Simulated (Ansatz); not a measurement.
A series at In: from `[Br][In]([Br])[Br]`, ligands are replaced one by one, each step taking up H₂ and setting free HBr; n counts the steps. Ansatz, PBE0-D4/def2-TZVP geometries.

CBS adds triple-zeta CCSD(T) − MP2 to the MP2 limit, frozen cores; atoms without spin–orbit coupling. Elements past krypton have def2 core potentials. Outer-core shells of Br, In are correlated without core-valence functions. Scalar relativity is left out up to krypton. Spin–orbit coupling is left out.

```json
{"n": "0", "molecule": "`[Br][In]([Br])[Br]`", "atomization energy, CCSD(T)/CBS (kJ/mol)": "918.3"}
{"n": "1", "molecule": "`[Br][InH][Br]`", "atomization energy, CCSD(T)/CBS (kJ/mol)": "?"}
{"n": "2", "molecule": "`[Br][InH2]`", "atomization energy, CCSD(T)/CBS (kJ/mol)": "812.7"}
{"n": "3", "molecule": "`[InH3]`", "atomization energy, CCSD(T)/CBS (kJ/mol)": "736.1"}
```

By hand: fit a straight line y = ȳ + b (n − n̄) to the 3 given rows and predict n = 1.

n̄ = 1.667, ȳ = 822.37; Σ(n − n̄)(y − ȳ) = -278.13, Σ(n − n̄)² = 4.667, so b = -59.60 kJ/mol a step. Prediction: 822.37 + (-59.60) × (-0.667) = 862.1 kJ/mol.

By hand: compare with the computed value, 872.5 kJ/mol, and give the steps along the whole series.

The line misses by 10.4 kJ/mol (computed minus predicted). Steps: -45.8, -59.8, -76.6 kJ/mol.

The steps grow at each stage, from -45.8 to -76.6 kJ/mol, so the series is curved. The miss is 5.7 % of the series' range. The energies themselves are unsure by some kJ/mol a bond, though much of that is common to the series.
